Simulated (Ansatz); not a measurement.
Mulliken charges of `[OH][In][O][SiH3]` radical from ωB97M-V/def2-TZVPP in Ansatz (PBE0-D4/def2-TZVP geometry).

```
atom   x (Å)   y (Å)   z (Å)  charge (e)
  O1  -1.599   2.778  -0.886      -0.506
 In2  -1.682   0.842  -0.388       0.749
  O3   0.134   0.081  -0.003      -0.571
 Si4   0.790  -1.346   0.430       0.335
  H5  -0.679   3.066  -0.871       0.169
  H6   0.777  -2.324  -0.696      -0.062
  H7   2.202  -1.125   0.845      -0.052
  H8   0.056  -1.972   1.569      -0.062
```

By hand: the dipole of these point charges (1 e Å = 4.8032 D).

Σ q r = (-0.543, -0.429, 0.058) e Å, of length 0.694 e Å = 3.33 D.

How does the dipole of the full density compare? (An estimate is asked.)

The calculation gave: (-0.257, -0.129, 0.007) e Å, 1.38 D; the point charges give 2.41 times that, at 12° from its direction.

Point charges leave out the atoms' own dipoles, such as those of lone pairs, and Mulliken's split depends on the basis, so the two needn't agree.
